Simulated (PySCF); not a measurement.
Simulated absorption spectrum

C7H10F2O.
SMILES: `CC[C@H]1C[C@@](F)(C(=O)F)C1`

Method used: TDDFT PBE0/def2-SVPD, vertical, gas phase, core orbitals frozen in the response (PySCF). The structure is a single PBE0-D3(BJ)/def2-SVP conformer in the gas phase; no vibrational or solvent corrections. Torsions of this conformer, `[CH3:1][CH2:2][C@H:3]1[CH2:4][C@@:5]([F:6])([C:7](=[O:8])[F:9])[CH2:10]1`: C1–C2–C3–C4 72°, C4–C5–C7–O8 60°.

Computed states:

| state | E (eV) | f |
| --- | --- | --- |
| S1 | 5.89 | 0.0017 |
| S2 | 6.95 | 0.0056 |
| S3 | 7.05 | 0.021 |
| S4 | 7.51 | 0.0060 |
| S5 | 7.63 | 0.051 |
| S6 | 8.10 | 0.0022 |
| S7 | 8.24 | 0.0057 |
| S8 | 8.38 | 0.0010 |
| S9 | 8.42 | 0.018 |
| S10 | 8.61 | 0.046 |

Broadening: Gaussians 0.25 eV wide at half height, area fixed by f = 4.319×10⁻⁹ ∫ε dν̃. The cross-section is σ = 3.8235×10⁻²¹ ε cm², given in Mb (10⁻¹⁸ cm²). The width is an assumption, not a result. The curve ends short of the highest state used, and states not computed would add to its high-energy end.

Question: What does the envelope look like, and where are its maxima?

Answer: 
λ (nm), σ (Mb) and a bar:
```
    154.7       0.92 #
    156.0       0.59 #
    157.3       1.32 ##
    158.6       4.36 ######
    159.8      10.07 ##############
    161.1      17.75 ########################
    162.4      22.35 ##############################
    163.6      20.98 ############################
    164.9      14.93 ####################
    166.2       8.27 ###########
    167.5       3.73 #####
    168.7       1.66 ##
    170.0       1.17 ##
    171.3       2.15 ###
    172.6       4.43 ######
    173.8       7.17 ##########
    175.1       9.62 #############
    176.4      10.33 ##############
    177.6       9.21 ############
    178.9       6.81 #########
    180.2       4.26 ######
    181.5       2.29 ###
    182.7       1.13 ##
    184.0       0.45 #
    185.3       0.16 
    186.5       0.05 
    187.8       0.01 
    189.1       0.00 
    190.4       0.00 
    191.6       0.00 
    192.9       0.00 
    194.2       0.00 
    195.4       0.00 
    196.7       0.00 
    198.0       0.00 
    199.3       0.01 
    200.5       0.02 
    201.8       0.04 
    203.1       0.10 
    204.4       0.19 
    205.6       0.30 
    206.9       0.45 #
    208.2       0.59 #
    209.4       0.68 #
    210.7       0.70 #
    212.0       0.64 #
    213.3       0.53 #
    214.5       0.40 #
    215.8       0.27 
    217.1       0.16 
    218.3       0.09 
    219.6       0.05 
    220.9       0.02 
    222.2       0.01 
    223.4       0.00 
    224.7       0.00
```

Maxima: 210 nm (5.89 eV), ε about 180, made up of S1 (100%); 176 nm (7.04 eV), ε about 2700, made up of S2 (15%) and S3 (85%); 163 nm (7.62 eV), ε about 5900, made up of S5 (94%) (ε in L mol⁻¹ cm⁻¹; maxima over ε = 5, shares over 10%). At its high-energy end, 8.01 eV, the curve is still rising (ε about 230, from S6 and S7).

Question: Coming from long wavelengths, where does ε first pass 100 L mol⁻¹ cm⁻¹?

Answer: At about 215 nm (5.78 eV), 0.12 eV below S1.

Question: What would ε be at 7.62 eV, the highest of these maxima, with half the width (0.125 eV)?

Answer: About 11100 L mol⁻¹ cm⁻¹ against 5890, a factor of about 1.9; a lone state at its own centre would give exactly 2.

Question: On this curve, what absorbance would a 10⁻⁴ mol/L sample give at 222 nm over a 1 cm path?

Answer: 222 nm is 5.585 eV, where ε is about 2.7 L mol⁻¹ cm⁻¹, so A = ε c l ≈ 0.00027 (Beer–Lambert, with the gas-phase spectrum and the assumed width).

The vertical ionisation energy (ΔSCF) is 10.70 eV, 2.08 eV above S10.
